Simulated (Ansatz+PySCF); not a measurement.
The numbers below are computed, except where a source is named.
## Ansatz (development build ahead of 0.2.0) run

```yaml
crystal:
  periodic: [false, false, false]
  atoms:
    - { symbol: Be, position_ang: [0.0, 0.0, 0.0] }
    - { symbol: Si, position_ang: [0.931, 1.24134, 2.68757] }
basis:
  gaussian: { orbitals: STO-3G }
hamiltonian:
  xc: hf
correlation:
  method: fci
  frozen_orbitals: { Be: 0, Si: 5 }
```

The input is written out in the form of the current development build from the run's settings.

The run gave:

```json
{
  "Converged": "yes",
  "Total energy": "-299.86351 hartree",
  "State": "lowest singlet root, of any spatial symmetry"
}
```

Caution: another spin multiplicity may lie lower.
